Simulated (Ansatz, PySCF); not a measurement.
Species: AlCl₂, charge -1, multiplicity 1. 
Structure (B3LYP-D3(BJ)/def2-TZVP (Ansatz, a first-principles code) minimum search):
```
Al
Cl 1 2.3098
Cl 1 2.3098 2 99.04
```
Charge -1, spin multiplicity 1.

Total electronic energies in hartree. Valence correlation only, unless marked. Spin-orbit coupling is left out. No relativistic terms. FCI takes restricted orbitals. CBS marks a two-point X^-3 extrapolation of the correlation energy; Hartree-Fock from the larger set. [CCSD(T)-MP2]/basis is that difference in the basis named.

The Hartree-Fock reference is unstable (checked in the largest basis), which strains HF and MP2. 

```json
[
 {"level": "HF/cc-pVTZ", "program": "Ansatz", "energy (Eh)": "-1161.13605"},
 {"level": "HF-D4/def2-TZVPD", "program": "PySCF + dftd4", "energy (Eh)": "-1161.13028"},
 {"level": "RI-HF/cc-pV(T+d)Z", "program": "Ansatz", "energy (Eh)": "-1161.13730"},
 {"level": "RI-HF/cc-pV(Q+d)Z", "program": "Ansatz", "energy (Eh)": "-1161.14814"},
 {"level": "PBE/def2-TZVPD", "program": "Ansatz", "energy (Eh)": "-1162.53888"},
 {"level": "BLYP-D4/def2-TZVPD", "program": "Ansatz + dftd4", "energy (Eh)": "-1163.05939"},
 {"level": "PBE0-D4/def2-TZVPD", "program": "Ansatz + dftd4", "energy (Eh)": "-1162.63506"},
 {"level": "PW6B95/def2-TZVPD", "program": "PySCF", "energy (Eh)": "-1163.99130"},
 {"level": "MN15-D3(BJ)/def2-TZVPD", "program": "PySCF + dftd3", "energy (Eh)": "-1162.76521"},
 {"level": "LC-wPBE-D4/def2-TZVPD", "program": "Ansatz + dftd4", "energy (Eh)": "-1162.70922"},
 {"level": "B2GP-PLYP-D3(BJ)/def2-TZVPD", "program": "Ansatz + dftd3", "energy (Eh)": "-1162.54497"},
 {"level": "B2PLYP-D3(BJ)/def2-TZVPD", "program": "Ansatz + dftd3", "energy (Eh)": "-1162.67759"},
 {"level": "MP2/STO-3G", "program": "Ansatz", "energy (Eh)": "-1148.23913"},
 {"level": "MP2/6-31G*", "program": "Ansatz", "energy (Eh)": "-1161.34406"},
 {"level": "MP2/cc-pV(D+d)Z", "program": "Ansatz", "energy (Eh)": "-1161.42753"},
 {"level": "MP2/cc-pwCVTZ", "program": "Ansatz", "energy (Eh)": "-1161.59774"},
 {"level": "SCS-MP2/aug-cc-pV(D+d)Z", "program": "Ansatz", "energy (Eh)": "-1161.46591"},
 {"level": "SCS-MP2/cc-pV(Q+d)Z", "program": "Ansatz", "energy (Eh)": "-1161.64530"},
 {"level": "CCSD(T)/aug-cc-pV(D+d)Z", "program": "Ansatz", "energy (Eh)": "-1161.52437"},
 {"level": "CCSD(T)/cc-pV(Q+d)Z", "program": "Ansatz", "energy (Eh)": "-1161.70927"},
 {"level": "FCI/STO-3G", "program": "Ansatz", "energy (Eh)": "-1148.25084"},
 {"level": "RI-MP2/CBS(aug-cc-pV(T+d)Z,aug-cc-pV(Q+d)Z)+[CCSD(T)-MP2]/aug-cc-pV(D+d)Z", "program": "Ansatz", "energy (Eh)": "-1161.7311"},
 {"level": "RI-MP2/CBS(aug-cc-pV(T+d)Z,aug-cc-pV(Q+d)Z)+[CCSD(T)-MP2]/aug-cc-pV(T+d)Z", "program": "Ansatz", "energy (Eh)": "-1161.7455"}
]
```

Totals of different functionals don't rank their quality; only differences between species are comparable.
